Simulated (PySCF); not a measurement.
# Converging SiTe in the basis (PBE0)

PySCF, UKS reference; singlet, unpaired electrons none; De to Si + Te without counterpoise correction.

```json
{"basis": "cc-pV(D+d)Z/cc-pVDZ-PP", "relativity": "scalar-relativistic core potentials", "functions": "46", "Re (Å)": "2.277", "ωe (cm⁻¹)": "499", "De (eV)": "4.59", "μ (D)": "-0.74"}
{"basis": "x2c-SVPall", "relativity": "spin-free X2C", "functions": "54", "Re (Å)": "2.271", "ωe (cm⁻¹)": "504", "De (eV)": "4.65", "μ (D)": "-0.54"}
{"basis": "def2-TZVPP", "relativity": "scalar-relativistic core potentials", "functions": "92", "Re (Å)": "2.269", "ωe (cm⁻¹)": "497", "De (eV)": "4.63", "μ (D)": "-0.76"}
```

**Question.** How does each smaller set differ from the one with most functions, def2-TZVPP?

**Answer.** cc-pV(D+d)Z/cc-pVDZ-PP: +0.8 pm, +0.4 % in ωe, -0.04 eV in De; x2c-SVPall: +0.2 pm, +1.4 % in ωe, +0.02 eV in De. All at PBE0; the set with most functions is neither the basis-set limit nor always the best. The rows treat relativity differently, so the differences are not basis effects alone.

A positive dipole means Si(−)Te(+). Spin–orbit coupling is left out, which matters for elements this heavy, above all for dissociation energies.
